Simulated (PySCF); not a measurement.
Sn(OMe)(SH) (CH4OSSn), SMILES [SH][Sn][O]C (connectivity only; charge and spin as stated), neutral, multiplicity 1. Atoms are numbered in the order given.

```xyz
8

Sn     0.3521    -0.0236     0.6912
O     -1.2691    -1.0854     0.1761
C     -1.9441    -1.0812    -1.0547
H     -2.3528    -0.0835    -1.3089
H     -1.2915    -1.3863    -1.8963
H     -2.7902    -1.7900    -1.0110
S      0.5619     1.1127    -1.5187
H      1.6570     1.8072    -1.1265
```

The structure is a stationary point at B3LYP-D3(BJ)/def2-SVP. The structure was generated by enumeration; whether it is a known compound was not checked. The def2 effective core potentials stand for the cores of Sn; spin–orbit coupling is left out. The values are those of a single conformer.

Calculation: CAM-B3LYP/def2-TZVP run with PySCF.

ESP charges are fitted to the potential on shells at 1.4 to 2.0 van der Waals radii. Atomic charges (e):

```json
[
 {"atom": "Sn1", "Löwdin": "0.31", "ESP fit": "0.37"},
 {"atom": "O2", "Löwdin": "-0.16", "ESP fit": "-0.31"},
 {"atom": "C3", "Löwdin": "-0.42", "ESP fit": "-0.13"},
 {"atom": "H4", "Löwdin": "0.10", "ESP fit": "0.11"},
 {"atom": "H5", "Löwdin": "0.10", "ESP fit": "0.11"},
 {"atom": "H6", "Löwdin": "0.11", "ESP fit": "0.06"},
 {"atom": "S7", "Löwdin": "-0.06", "ESP fit": "-0.39"},
 {"atom": "H8", "Löwdin": "0.03", "ESP fit": "0.18"}
]
```
